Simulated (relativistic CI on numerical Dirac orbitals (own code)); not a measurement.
**Cr XI: q coefficients and field-shift factors**

Calculated at this level of theory: Dirac-Coulomb-Breit CI, separate exchange-only KLI orbitals for each configuration, derivatives by finite differences, unscaled Slater integrals, QED left out (own radial code, finite nucleus).

Configuration list (outside the closed core [Ne]): 3s2 3p2, 3s 3p3, 3s2 3p 3d, 3p4, 3s 3p2 3d, 3p3 3d, 3s2 3d2, 3s 3d3, 3p2 3d2, 3p 3d3. Double excitations out of closed p, d and f shells are left out; levels of such configurations are missing from the list, as are those of other unlisted configurations, and high levels can miss mixing partners.

With x = (α/α₀)² − 1 an excitation energy changes as ω = ω₀ + qx; K = 2q/ω₀ is the relative enhancement. Terms are leading LS components, so labels can repeat. The field-shift factor is F = δν/δ⟨r²⟩ for the transition from the lowest level.

Lowest level 3s2 3p2 3P_0.

```
          Level  ω₀ (cm⁻¹)  q (cm⁻¹)       K  F (GHz/fm²)
   3s2 3p2 3P_1       5384      6809    2.53       -0.012
   3s2 3p2 3P_2      11916     12260    2.06       -0.026
   3s2 3p2 1D_2      39579     13050   0.659     0.000341
   3s2 3p2 1S_0      78750     14010   0.356       -0.205
   3s 3p3 5S°_2     182216     21080   0.231         -9.8
   3s 3p3 3D°_1     249625     19460   0.156        -8.69
   3s 3p3 3D°_2     249770     19550   0.157        -8.71
   3s 3p3 3D°_3     251089     21850   0.174        -8.74
   3s 3p3 3P°_0     290894     21980   0.151         -8.6
   3s 3p3 3P°_2     290904     22270   0.153        -8.44
   3s 3p3 3P°_1     291060     22460   0.154        -8.59
   3s 3p3 1D°_2     314390     22040    0.14        -5.99
   3s 3p3 3S°_1     369518     21300   0.115        -10.7
3s2 3p 3d 3F°_2     381281      9748  0.0511        0.379
3s2 3p 3d 3F°_3     385609     13960  0.0724        0.408
3s2 3p 3d 3F°_4     391823     20520   0.105        0.403
   3s 3p3 1P°_1     394640     25820   0.131        -9.04
3s2 3p 3d 3P°_2     444628     11680  0.0526        -2.33
3s2 3p 3d 3P°_1     450765     13860  0.0615       -0.891
3s2 3p 3d 1D°_2     452889     20490  0.0905        -2.69
3s2 3p 3d 3P°_0     454461     20030  0.0881       -0.893
3s2 3p 3d 3D°_1     458848     18810   0.082       -0.925
3s2 3p 3d 3D°_3     460589     18550  0.0806       -0.846
```

At this charge energies of transitions that change n are usually good to better than 1 %, and those within a shell (Δn = 0) to a few per cent.
